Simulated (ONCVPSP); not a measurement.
What one change does to a pseudopotential (xenon, ONCV)

Xe, optimised norm-conserving Vanderbilt (ONCV), made with ONCVPSP 4.0.1 (LDA (Perdew-Zunger), scalar-relativistic). Core [Ar] 3d10, reference 4s2 4p6 4d10 5s2 5p5.75 (charge +0.25). Waves: 4s+5s: rc 1.25 bohr, ncon 4, nbas 7, qcut 9.2 1/bohr, 2 projectors; 4p+5p: rc 1.45 bohr, ncon 3, nbas 6, qcut 7.9 1/bohr, 3 projectors, debl 0.7 Ha; 4d: rc 1.10 bohr, ncon 4, nbas 9, qcut 17.1 1/bohr, local. Local part: the d channel. Core correction: Teter function, fcfact 3.25, rcfact 1.05.

Change: core correction Teter function, fcfact 3.25, rcfact 1.54.

Cutoffs: the cutoffs (Ha) at which the residual kinetic energy of the hardest occupied pseudo-wave falls to 1 and 0.1 mHa per electron; they do not see the model core or the augmentation charge, which bear on the density cutoff. Errors are all-electron minus pseudo energies relative to the spin-unpolarised reference configuration.

Task: How do hardness, ghosts and transferability respond?

Result: The potential gets neither clearly harder nor softer (69 Ha and 85 Ha → 69 Ha and 85 Ha); of the 4 tests that both files solve, the error grows in 1 and shrinks in 0 by more than 15 % and 0.3 meV (median size 5.6 → 5.7 meV); neither file shows a bound ghost. A model core, the more so a compact one, raises the density cutoff, which this test does not measure.

| quantity | base | changed |
| --- | --- | --- |
| cutoff, loose | 69 Ha | 69 Ha |
| cutoff, tight | 85 Ha | 85 Ha |
| bound ghosts | none | none |
| GHOST(+) flags under 300 eV | none | none |
| error for 4s2 4p6 4d10 5s2 5p6, meV [ΔE -2.36 eV] | +0.6 | +0.6 |
| error for 4s2 4p6 4d10 5s2 5p5, meV [ΔE 10.34 eV] | -2.7 | -2.7 |
| error for 4s2 4p6 4d10 5s2 5p4, meV [ΔE 32.29 eV] | -8.6 | -8.7 |
| error for 4s2 4p5 4d10 5s2 5p6, meV [ΔE 147.83 eV] | -49 | -57 |
| s: phases at 1.27 bohr within 0.05 rad from the reference energy up to (Ha; the scan ends near 5) | to the end of the scan | to the end of the scan |
| p: phases at 1.47 bohr within 0.05 rad from the reference energy up to (Ha; the scan ends near 5) | to the end of the scan | to the end of the scan |
| d: phases at 1.12 bohr within 0.05 rad from the reference energy up to (Ha; the scan ends near 5) | to the end of the scan | to the end of the scan |
| rms error of d²Exc/dni dnj with the model core, mHa | 1.76 | 1.01 |
